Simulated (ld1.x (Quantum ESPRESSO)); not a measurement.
## What one change does to a pseudopotential (bromine, TM)

| Item | Value |
| --- | --- |
| Element | Br (Z = 35) |
| Generator | ld1.x (Quantum ESPRESSO) 7.5 |
| Type | norm-conserving Troullier–Martins (Kleinman–Bylander form) |
| Functional | PW91 |
| Relativity | fully relativistic |
| Frozen core | [Ar] 3d10 |
| Valence charge | 7 |
| Reference configuration | 4s2 4p5 |
| Partial waves | 4p (bound): rc 1.75 bohr; 4s (bound): rc 1.00 bohr |
| Local potential | the s channel |
| Core correction | a·sin(br)/r model core inside 0.50 bohr |

Open shells are filled in proportion to 2j + 1 (rel_dist='average').

Change: wave 4s (bound): rc 1.00 bohr becomes 4s (bound): rc 1.48 bohr.

Cutoffs: the cutoffs (Ry, on a coarse ladder) from which the occupation-weighted sum of valence levels, in a spherical-Bessel basis at the reference potential, stays within 10 and 1 mRy of its value at 400 Ry; they do not see the model core or the augmentation charge, which bear on the density cutoff. Errors are all-electron minus pseudo energies relative to the spin-unpolarised reference configuration.

Q: How do hardness, ghosts and transferability respond?

A: The bound ghost in p disappears; of the 7 tests that both files solve, the error grows in 0 and shrinks in 7 by more than 15 % and 0.3 meV (median size 77.8 → 6.7 meV); the range in which the s phases agree widens (upper end 0.7 → 4.4); the range in which the p1/2 phases agree narrows (upper end 3.2 → 0.8). That the errors move this way runs against the usual rule that smaller radii transfer better.

```csv
quantity,base,changed
"cutoff, loose",200 Ry,45 Ry
"cutoff, tight",over 300 Ry,70 Ry
loose cutoff by channel (10 mRy a level),"p 10 Ry, s 90 Ry","p 18 Ry, s 35 Ry"
bound ghosts,"p3/2, p1/2",none
"error for 4s2 4p4, meV [ΔE 12.62 eV]",-20,+3.7
"error for 4s2 4p3, meV [ΔE 35.45 eV]",-78,+16
"error for 4s2 4p2, meV [ΔE 69.54 eV]",-141,+30
"error for 4s2 4p1, meV [ΔE 115.69 eV]",-138,+11
"error for 4s1 4p5, meV [ΔE 25.63 eV]",-98,+6.7
"error for 4s2 4p5.3, meV [ΔE -1.98 eV]",-1.4,+0.2
"error for 4s2 4p4.5, meV [ΔE 5.10 eV]",-4.7,+0.8
s: phases at 1.89 bohr within 0.05 rad from the reference energy up to (Ry; the scan ends near 5),0.7,4.4
p1/2: phases at 1.89 bohr within 0.05 rad from the reference energy up to (Ry; the scan ends near 5),3.2,0.8
p3/2: phases at 1.89 bohr within 0.05 rad from the reference energy up to (Ry; the scan ends near 5),to the end of the scan,to the end of the scan
```

 A true bound ghost makes a file unfit for plane-wave use even where its test errors are small: the radial tests pick states by their node count and pass the ghost by.
